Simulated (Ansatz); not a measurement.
One change: `C=N[SiH](F)CCl` becomes `N[SiH](F)CCl`.

Ansatz, PBE0-D4/def2-TZVP geometries, multiplicity 1. Each molecule was computed in one conformer, which needn't be the lowest.

| property | `C=N[SiH](F)CCl` |
| --- | --- |
| HOMO–LUMO gap (B3LYP/def2-TZVPP) / eV | 5.74 |
| size of the dipole moment (ωB97M-V/def2-TZVPP) / D | 2.73 |
| LUMO energy (PBE/def2-TZVPP) / eV | -2.52 |
| LUMO energy (PBE0/def2-TZVPP) / eV | -1.43 |
| LUMO energy (B3LYP/def2-TZVPP) / eV | -1.67 |
| HOMO energy (PBE0/def2-TZVPP) / eV | -7.63 |

Task: Give the same properties after the change, and the shifts. (Estimate.)

Result: The calculation gave: 
```csv
property,`N[SiH](F)CCl`,shift
HOMO–LUMO gap (B3LYP/def2-TZVPP) / eV,7.93,2.19
size of the dipole moment (ωB97M-V/def2-TZVPP) / D,1.61,-1.12
LUMO energy (PBE/def2-TZVPP) / eV,-0.64,1.88
LUMO energy (PBE0/def2-TZVPP) / eV,0.40,1.83
LUMO energy (B3LYP/def2-TZVPP) / eV,0.12,1.79
HOMO energy (PBE0/def2-TZVPP) / eV,-8.07,-0.44
```

With PBE0 the HOMO falls by 0.44 eV and the LUMO rises by 1.83 eV, so the gap widens by about 2.27 eV. PBE moves the HOMO by -0.42 eV and ωB97M-V by -0.37 eV. Dipoles are sizes alone; their direction can turn.

B3LYP here is the variant with VWN-RPA as its local correlation; programs differ in this.
